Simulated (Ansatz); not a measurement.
Breaking the Si2–O1 bond in H2OSi (SMILES O=[SiH2]) (multiplicity 1 held, fragments rigid). Energies count from the point at 1.519 Å.
Geometry at that point (charge 0, multiplicity 1):
```xyz
4

O      1.001    -0.406    -0.069
Si    -0.404     0.164     0.028
H     -1.618    -0.536    -0.451
H     -0.724     1.486     0.614
```

Signs of static correlation in cc-pV(T+d)Z, from Ansatz (a quantum-chemistry and plane-wave program) runs.

```
R (Å)  T1 of restricted CCSD  ⟨S²⟩ of UHF  largest double amplitude of restricted CCSD
-----  ---------------------  -----------  -------------------------------------------
1.216                  0.014        0.000                                        0.038
1.368                  0.017        0.000                                        0.051
1.519                  0.022        0.000                                        0.068
1.671                  0.030        0.353                                        0.087
1.823                    [?]        0.785                                          [?]
2.051                  0.086        1.084                                        0.122
2.279                  0.130        1.538                                        0.140
2.659                  0.121        1.865                                        0.231
3.039                  0.058        1.965                                        0.169
3.495                  0.022        2.001                                        0.208
4.103                  0.011        2.013                                        0.237
4.862                  0.010        2.013                                        0.247
```

Some entries are withheld; supply them.


- 1.823, T1 of restricted CCSD: 0.043
- 1.823, largest double amplitude of restricted CCSD: 0.106

Doubts at one or more of the structures used: a restricted determinant that unrestricted orbitals would lower (R-CCSD(T)/cc-pV(T+d)Z); T1 above 0.05 (R-CCSD(T)/cc-pV(T+d)Z, U-CCSD(T)/cc-pV(T+d)Z); a spin-contaminated determinant (U-CCSD(T)/cc-pV(T+d)Z); the program's own flag: large difference (U-CCSD(T)/cc-pV(T+d)Z).
